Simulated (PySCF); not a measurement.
**How methods differ on the excitation energy of C⁺**

C⁺ [He] 2s2 2p1 (2P) → C⁺ [He] 2s1 2p2 (4P), as a difference of total energies. Computed with PySCF 2.14 in aug-cc-pVTZ with one added diffuse shell each of s, p, d, f type (6s5p4d3f, 62 functions), with the non-relativistic Hamiltonian (point nucleus). Correlated levels: valence: 1s2 frozen. The calculations carry no spin-orbit coupling.

| method | excitation energy (eV) |
| --- | --- |
| UHF | 3.658 |
| LDA | 4.917 |
| PBE | 4.946 |
| PBE0 | 4.855 |
| r2SCAN | 4.383 |
| BLYP | 5.414 |
| wB97M-V | 5.393 |
| B3LYP | 5.312 |
| MP2 (valence) | 4.722 |

Q: Estimate what SCS-MP2 (valence) gives.

A: 5.134 eV, closest to B3LYP among the rows shown.

Q: Estimate what TPSSh gives.

A: 5.181 eV, closest to B3LYP among the rows shown.

Errors of the correlated levels include the incompleteness of this basis and the frozen core.

For comparison: 5.331 eV (measured; NIST levels, between the centres of gravity of the two terms).
